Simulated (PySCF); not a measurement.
How methods differ on the ionisation energy of Tl⁵¹⁺

Tl⁵¹⁺ [Ar] 3d10 4s2 → Tl⁵²⁺ [Ar] 3d10 4s1 [4s1/2^1, M_J = 1/2], as a difference of total energies. Computed with PySCF 2.14 in an even-tempered Gaussian basis (16 s from 7.7 bohr⁻², ratio 2.8; 13 p from 10 bohr⁻², ratio 2.8; 8 d from 18 bohr⁻², ratio 2.8; 4 f from 40 bohr⁻², ratio 3), with the two-component X2C-1e Hamiltonian. Correlated levels: [Ne] frozen; the 72 highest virtual spinors dropped. "Screened" scales the spin-orbit matrix elements by Boettger's factors to mimic the two-electron term; Breit and QED terms are absent.

| method | ionisation energy (eV) |
| --- | --- |
| GHF (spin-free) | 3076.2 |
| GMP2 (spin-free) | 3079.0 |
| GHF (screened spin-orbit) | 3075.7 |
| GMP2 (screened spin-orbit) | 3078.6 |

**Question.** How much does correlation contribute at GMP2 (screened spin-orbit)?

**Answer.** 3078.6 − (3075.7) = 2.9 eV, measured against GHF (screened spin-orbit).

Breit and QED terms and the two-electron picture change are absent.

For comparison: 3094 ± 4 eV (theoretical estimate listed by NIST; NIST Atomic Spectra Database, ionization energies).
